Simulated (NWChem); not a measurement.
# BI$_{2}$Cl; SMILES ClB(I)I

Computed with NWChem. Geometry: optimised at PBE0/def2-SVP. def2 effective core potentials on I; no spin-orbit coupling. Ions are spin-unrestricted doublets at the neutral geometry; other ion states weren't tried.

### Question
Among these, which level gives the lowest value of “ΔSCF minus −ε(HOMO) (eV)”?
A) PBE/def2-SVP
B) M06-2X/def2-SVP
C) B3LYP/def2-SVP
D) PBE0/def2-SVP

### Answer
B, M06-2X/def2-SVP. Values: M06-2X/def2-SVP 1.19; PBE0/def2-SVP 2.00; B3LYP/def2-SVP 2.19; PBE/def2-SVP 2.79
